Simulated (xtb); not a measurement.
xtb input:

```bash
xtb mol.xyz --gfn 1 --sp --chrg 0 --uhf 0
```
mol.xyz:
```
4

Cl    -0.65628689     2.21932928     0.02609359
In     0.00000000     0.00000000     0.00000000
Cl    -1.59355492    -1.67835778     0.02266581
Cl     2.24984181    -0.54097151    -0.04875940
```

**Question.** What final total energy does it print?

**Answer.** -14.40301 Eh (GFN1-xTB).
